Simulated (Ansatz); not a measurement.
Basis sets compared for the cluster CuCl₂⁻. The state is a singlet with charge -1. Geometry B3LYP-D4/def2-TZVPD. Ansatz on 4 threads of Intel Xeon Platinum 8259CL on a shared host; times are rough, and most runs start from earlier orbitals.

```xyz
3

Cu    0.000    0.000    0.000
Cl    1.424    1.043   -1.239
Cl   -1.424   -1.043    1.239
```

The 6-31G sets use Cartesian d functions. B3LYP takes the VWN-RPA correlation. The structure comes from a short search, and lower isomers may exist.

| level | functions | energy (Eh) | HOMO (eV) | LUMO (eV) | wall time |
| --- | --- | --- | --- | --- | --- |
| PBE-D4/def2-SVPD | 88 | -2560.0069 | -0.54 | 2.96 | 0.6 s |
| B3LYP-D4/6-31G | 55 | -2560.8160 | -0.54 | 4.60 | 0.7 s |
| PBE0-D4/def2-SVPD | 88 | -2560.0867 | -2.30 | 3.55 | 0.95 s |

(1) Estimate the rows for PBE-D4/def2-TZVPD, B3LYP-D4/def2-TZVPD, PBE0-D4/def2-TZVPD.

## Answers

(1) 
```csv
level,functions,energy (Eh),HOMO (eV),LUMO (eV),wall time
PBE-D4/def2-TZVPD,140,-2560.5545,-0.66,2.84,0.85 s
B3LYP-D4/def2-TZVPD,140,-2561.2554,-2.13,3.17,1.3 s
PBE0-D4/def2-TZVPD,140,-2560.6219,-2.37,3.41,1.5 s
```
